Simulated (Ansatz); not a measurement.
Cost and result for the atomization energy of GaH$_{4}$P (`[PH2][GaH2]`) (6 atoms, 5 bonds).

Charge 0, multiplicity 1. Correlated methods include outer-core shells of Ga, which these sets cover unevenly. Scalar relativity is left out up to krypton. All single points use the PBE0-D4/def2-TZVP geometry. Program: Ansatz. All runs use 2 threads of an Arm Neoverse N1 on a shared host. Times are those of one run each, without the atoms' runs, and a repeat can differ threefold. Electronic energies, without spin–orbit coupling; frozen cores. CCSD(T)/CBS adds CCSD(T) − MP2 in def2-TZVPP to the MP2 limit, and its time is that of the two runs behind it. T1 = 0.014. With those shells the extrapolation isn't a true limit. HSE06 is the plane-wave form, built on full-range PBE exchange.

CCSD(T)/CBS is a level of theory with its own doubt, some kJ/mol a heavy atom from the limit and from the frozen cores, so smaller differences don't rank the functionals.

| level | functions | wall time |
| --- | --- | --- |
| revPBE-D4/def2-TZVPP | 146 | 2.1 s |
| CCSD(T)/def2-SVP | 70 | 2.2 s |
| BHLYP-D4/def2-TZVPP | 146 | 2.8 s |
| PBE0-D4/def2-TZVPP | 146 | 2.9 s |
| HSE06-D4/def2-TZVPP | 146 | 3.4 s |
| CAM-B3LYP-D4/def2-TZVPP | 146 | 3.5 s |
| B2PLYP/def2-TZVPP | 146 | 5 s |
| PBE-QIDH/def2-TZVPP | 146 | 5.5 s |
| ωB97X-V/def2-TZVPP | 146 | 9 s |
| ωB97M-V/def2-TZVPP (with forces) | 146 | 13 s |
| MP2/def2-QZVPP | 279 | 15 s |
| CCSD(T)/def2-TZVPP | 146 | 26 s |
| CCSD(T)/CBS(def2) | – | 41 s |

Task: What atomization energy does each give, and how far from CCSD(T)/CBS? (Best estimate.)

Result: The calculation gave: 
| level | atomization (kJ/mol) | difference from CCSD(T)/CBS | per bond |
| --- | --- | --- | --- |
| revPBE-D4/def2-TZVPP | 1385.2 | -39.1 | -7.8 |
| CCSD(T)/def2-SVP | 1308.8 | -115.5 | -23.1 |
| BHLYP-D4/def2-TZVPP | 1404.1 | -20.2 | -4.0 |
| PBE0-D4/def2-TZVPP | 1401.4 | -22.9 | -4.6 |
| HSE06-D4/def2-TZVPP | 1401.8 | -22.5 | -4.5 |
| CAM-B3LYP-D4/def2-TZVPP | 1427.2 | 2.9 | 0.6 |
| B2PLYP/def2-TZVPP | 1397.8 | -26.5 | -5.3 |
| PBE-QIDH/def2-TZVPP | 1399.1 | -25.2 | -5.0 |
| ωB97X-V/def2-TZVPP | 1448.8 | 24.5 | 4.9 |
| ωB97M-V/def2-TZVPP (with forces) | 1428.9 | 4.6 | 0.9 |
| MP2/def2-QZVPP | 1378.7 | -45.6 | -9.1 |
| CCSD(T)/def2-TZVPP | 1393.4 | -30.9 | -6.2 |
| CCSD(T)/CBS(def2) | 1424.3 | 0.0 | 0.0 |

In def2-TZVPP, CCSD(T) changes the Hartree–Fock value by +385.2 kJ/mol (the triples alone add +15.1 kJ/mol) and MP2 by +352.2 kJ/mol; breaking electron pairs costs correlation energy, which Hartree–Fock lacks. Leaving LDA and LC-ωPBE aside and taking each functional with its dispersion term where it has one, the values, not all of them listed here, spread over 72.3 kJ/mol, from revPBE-D4 to B97M-V. LDA lies +204.2 kJ/mol from PBE without D4, its usual overbinding. From r2SCAN to r2SCAN0 (25 % exact exchange), in def2-TZVPP and without D4, the atomization energy moves by −13.0 kJ/mol: exact exchange takes away binding that semilocal exchange gives to molecules.
